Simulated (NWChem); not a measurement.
# BF₂, doublet; SMILES F[B]F

Results from NWChem. Pople sets run with spherical d functions. Spin-unrestricted. In the optimisation the excess spin sits in a1 (C2v, its own frame). The geometry was optimised at PBE0/def2-SVP, spin-unrestricted. No stability test was run on the SCF state. Total energies compare along this basis series because the functional is fixed.

| level | basis functions | energy (Ha) | highest occupied level (eV) | lowest empty minus highest occupied level, either spin (eV) | dipole (D) |
|---|---|---|---|---|---|
| CAM-B3LYP/STO-3G | 15 | -221.2543 | -3.98 | 8.08 | 0.18 |
| CAM-B3LYP/3-21G | 27 | -223.2767 | -8.09 | 7.25 | 0.19 |
| CAM-B3LYP/6-31G* | 42 | -224.4950 | -8.14 | 7.56 | 0.27 |
| CAM-B3LYP/6-31+G* | 54 | -224.5183 | -8.74 | 7.05 | 0.43 |
| CAM-B3LYP/6-311G** | 54 | -224.5695 | -8.51 | 7.28 | 0.31 |
| CAM-B3LYP/6-311++G** | 66 | -224.5786 | -8.78 | 7.05 | 0.37 |
| CAM-B3LYP/def2-TZVPD | 117 | -224.6144 | -8.71 | 7.04 | 0.33 |
| CAM-B3LYP/def2-QZVP | 171 | -224.6267 | -8.70 | 7.15 | 0.34 |
